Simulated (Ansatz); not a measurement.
The cluster RuO2. The state is a triplet with charge 0. Geometry PBE0-D4/def2-TZVPD, that of the charge -1 doublet; atoms count from 1.

```xyz
3

Ru   -0.2468    0.0699    0.0543
O     0.5148    0.1093    1.5656
O    -0.2680   -0.1791   -1.6199
```

In the def2 sets Ru takes a core potential; there is no spin–orbit coupling. At PBE0-D4/def2-TZVPD a singlet of charge 0 lies 0.28 eV below the triplet at the same geometry. The structure comes from a short search, and lower isomers may exist.

Estimate the Mulliken populations from the PBE0/def2-TZVPD orbitals of Ansatz.


```
atom  charge (e)  spin (α − β)  d electrons
 Ru1        1.32          2.11         6.01
  O2       -0.66         -0.05            –
  O3       -0.66         -0.05            –
```
Mulliken values and Mayer orders depend strongly on the basis. With diffuse functions, as here, like atoms can get unlike values, and bond orders can come out too low or too high.

Where does the spin sit?

Summed by element: Ru 2.11, O -0.11, of 2 unpaired in all. Largest on single atoms: Ru1 2.11, O2 -0.05, O3 -0.05.

And the Mayer bond orders between bonded heavy atoms (over 0.3)?

Ru1–O2 1.53 (1.69 Å); Ru1–O3 1.53 (1.69 Å). Values over 0.3 also appear between atoms too far apart for a bond (O2–O3 0.47 at 3.29 Å); they arise where an orbital or an unpaired electron spreads over both atoms.
